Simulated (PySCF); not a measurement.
Ga (gallium, neutral): PBE calculation

Configuration: [Ar] 3d10 4s2 4p1, 2P determinant. All numbers are calculated (PySCF 2.14, a scalar-relativistic core potential, in aug-cc-pwCVTZ-PP with ECP10MDF).

* Total energy: -259.4738 hartree
* One-electron energy: -462.7813 hartree
* Hartree (Coulomb) energy: 226.1134 hartree
* Exchange-correlation energy: -22.8059 hartree
* ⟨S²⟩: 0.7521
* ⟨L²⟩: 2.008
* Sum of ⟨r⟩: 21.59 bohr
* Sum of ⟨r²⟩: 39.58 bohr²
* Traceless quadrupole moment −½Σ⟨3z² − r²⟩ along its main axis: -5.62 e·bohr²

| shell | electrons | mean orbital energy (hartree) | spread (hartree) | rms radius, mean of both spins (bohr) |
| --- | --- | --- | --- | --- |
| 3s α | 1 | -5.39791 | 0 | 0.704 |
| 3s β | 1 | -5.39739 | 0 | 0.704 |
| 3p α | 3 | -3.61117 | 0.00774 | 0.743 |
| 3p β | 3 | -3.61053 | 0.00982 | 0.743 |
| 3d α | 5 | -0.71121 | 0.00758 | 0.919 |
| 3d β | 5 | -0.70925 | 0.01149 | 0.919 |
| 4s α | 1 | -0.33452 | 0 | 2.53 |
| 4s β | 1 | -0.31338 | 0 | 2.53 |
| 4p α | 1 | -0.10754 | 0 | 3.75 |

Energies and moments cover only the electrons outside the core potential.
